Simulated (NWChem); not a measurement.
Polarisability of AlCl

```xyz
2

Al     0.0000     0.0000    -1.2166
Cl     0.0000     0.0000     0.9303
```
Charge 0, spin multiplicity 1.

All runs are NWChem calculations. Structure: optimised with PBE0/def2-SVP, a minimum by its harmonic frequencies.

Basis set: aug-cc-pVDZ. Static limit.

The correlated methods keep 10 core orbitals frozen. B3LYP has NWChem's definition, with VWN1-RPA local correlation. The structure started from a generated list of species. Coupled-cluster values serve here as a point of comparison, not as the truth.

### Question
Order these methods by the isotropic polarisability they give, lowest first: BHandHLYP, HF, B3LYP, CCSD linear response, PBE.

### Answer
BHandHLYP (51.94 bohr³), CCSD linear response (52.57 bohr³), HF (52.77 bohr³), B3LYP (52.92 bohr³), PBE (54.20 bohr³)
